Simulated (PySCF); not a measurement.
`C/C=C(\C)C(=O)O`, C5H8O2

Geometry:
```json
{"atom": "C1", "x (Å)": "-2.063", "y (Å)": "0.603", "z (Å)": "0.097"}
{"atom": "C2", "x (Å)": "-0.591", "y (Å)": "0.783", "z (Å)": "0.196"}
{"atom": "C3", "x (Å)": "0.354", "y (Å)": "-0.159", "z (Å)": "0.135"}
{"atom": "C4", "x (Å)": "0.144", "y (Å)": "-1.631", "z (Å)": "-0.049"}
{"atom": "C5", "x (Å)": "1.779", "y (Å)": "0.218", "z (Å)": "0.256"}
{"atom": "O6", "x (Å)": "2.698", "y (Å)": "-0.564", "z (Å)": "0.213"}
{"atom": "O7", "x (Å)": "1.995", "y (Å)": "1.538", "z (Å)": "0.423"}
{"atom": "H8", "x (Å)": "-2.446", "y (Å)": "1.189", "z (Å)": "-0.738"}
{"atom": "H9", "x (Å)": "-2.537", "y (Å)": "0.981", "z (Å)": "1.003"}
{"atom": "H10", "x (Å)": "-2.352", "y (Å)": "-0.434", "z (Å)": "-0.042"}
{"atom": "H11", "x (Å)": "-0.273", "y (Å)": "1.808", "z (Å)": "0.334"}
{"atom": "H12", "x (Å)": "0.573", "y (Å)": "-2.168", "z (Å)": "0.795"}
{"atom": "H13", "x (Å)": "0.671", "y (Å)": "-1.964", "z (Å)": "-0.942"}
{"atom": "H14", "x (Å)": "-0.906", "y (Å)": "-1.887", "z (Å)": "-0.138"}
{"atom": "H15", "x (Å)": "2.949", "y (Å)": "1.694", "z (Å)": "0.493"}
```

Level of theory: GIAO CAM-B3LYP/cc-pVDZ magnetisability, non-relativistic, IEF-PCM acetonitrile (PySCF). Geometry: GFN2-xTB.

(1) What are the magnetisability and the molar susceptibility?

(2) Split it along the inertial axes a, b, c into diamagnetic and paramagnetic parts about the centre of mass, with the quadrupole moment.

Answers

(1) Isotropic -1009 × 10⁻³⁰ J/T², or -60.8 × 10⁻⁶ cm³/mol; principal values -1216, -918, -893 × 10⁻³⁰ J/T², anisotropy 312 × 10⁻³⁰ J/T² (root of half the summed squared differences of the principal values). The susceptibility is in cgs units.

(2) 
| axis | χ (10⁻⁶ cm³/mol) | diamagnetic (10⁻⁶ cm³/mol) | paramagnetic (10⁻⁶ cm³/mol) | summed x² of all electrons (Å²) | quadrupole Θ (D Å) |
| --- | --- | --- | --- | --- | --- |
| a | -54.5 | -360.6 | 306.1 | 157.1 | +2.33 |
| b | -54.6 | -716.5 | 662.0 | 73.2 | -0.04 |
| c | -73.2 | -976.9 | 903.6 | 11.8 | -2.29 |

Anisotropies 2χaa − χbb − χcc = +18.9 and 2χbb − χaa − χcc = +18.6 × 10⁻⁶ cm³/mol. Θ is traceless in Buckingham's convention.
